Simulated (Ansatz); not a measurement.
`N#[C][AlH][Cl]` and `N#[C][GaH][Cl]` differ in one element.

Ansatz, PBE0-D4/def2-TZVP geometries, multiplicity 1. 

Scalar relativity is left out up to krypton.

```
                                      property  `N#[C][AlH][Cl]`
zero-point energy (PBE0-D4/def2-TZVP) / kJ/mol              43.0
           HOMO energy (B3LYP/def2-TZVPP) / eV             -9.37
            HOMO energy (PBE0/def2-TZVPP) / eV             -9.62
         LUMO energy (ωB97M-V/def2-TZVPP) / eV             -0.69
size of the dipole moment (PBE/def2-TZVPP) / D              2.81
             HOMO energy (PBE/def2-TZVPP) / eV             -8.18
```

Problem. What does the change do to each property? (Best estimate.)

Solution. The calculation gave: 
```json
{"property": "zero-point energy (PBE0-D4/def2-TZVP) / kJ/mol", "`N#[C][GaH][Cl]`": "42.0", "shift": "-1.0"}
{"property": "HOMO energy (B3LYP/def2-TZVPP) / eV", "`N#[C][GaH][Cl]`": "-9.15", "shift": "0.22"}
{"property": "HOMO energy (PBE0/def2-TZVPP) / eV", "`N#[C][GaH][Cl]`": "-9.41", "shift": "0.21"}
{"property": "LUMO energy (ωB97M-V/def2-TZVPP) / eV", "`N#[C][GaH][Cl]`": "-0.85", "shift": "-0.16"}
{"property": "size of the dipole moment (PBE/def2-TZVPP) / D", "`N#[C][GaH][Cl]`": "3.07", "shift": "0.26"}
{"property": "HOMO energy (PBE/def2-TZVPP) / eV", "`N#[C][GaH][Cl]`": "-7.98", "shift": "0.20"}
```

With PBE0 the HOMO rises by 0.21 eV and the LUMO falls by 0.22 eV, so the gap narrows by about 0.43 eV. PBE moves the HOMO by 0.20 eV and ωB97M-V by 0.20 eV. Dipoles are sizes alone; their direction can turn.

B3LYP here is the variant with VWN-RPA as its local correlation; programs differ in this.
